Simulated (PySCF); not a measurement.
# From computed data to an observable: dipole moment from atomic charges

B(Cl)(Br)(vinyl) (C2H3BBrCl), SMILES C=CB(Cl)Br. Atoms are numbered in the order given.

```xyz
8

B     -0.1663     0.5994     0.0000
Cl     0.9836     1.9210     0.0000
Br     0.5153    -1.1922     0.0000
C     -1.6807     0.8949     0.0000
C     -2.6307    -0.0535     0.0000
H     -1.9911     1.9466     0.0000
H     -3.6975     0.1926     0.0000
H     -2.3687    -1.1170     0.0000
```

The structure is a stationary point at PBE0-D3(BJ)/def2-SVP. This is a generated structure with no PubChem entry under its InChIKey; it may be hypothetical. Other conformers were not sampled.

Charges (e) from CAM-B3LYP/def2-TZVP (PySCF):

```tsv
atom	Mulliken	IAO
B1	0.121	0.121
Cl2	-0.102	-0.057
Br3	-0.075	-0.033
C4	-0.171	-0.292
C5	-0.181	-0.211
H6	0.124	0.158
H7	0.140	0.157
H8	0.145	0.156
```

The dipole moment of the full density is 1.96 D.

**Question.** What dipole moment does each set of point charges give, and which comes closer to that of the density?

**Answer.** 
μ = Σ q r, and 1 e Å = 4.8032 D.
Mulliken: Σ q r = (-0.504, -0.071, 0.000) e Å, |μ| = 2.44 D.
IAO: Σ q r = (-0.312, -0.084, 0.000) e Å, |μ| = 1.55 D.
IAO comes closer in size. Point charges leave out the atoms' own dipoles (lone pairs, polarised bonds); fits to the potential absorb them, partitions of the density don't.
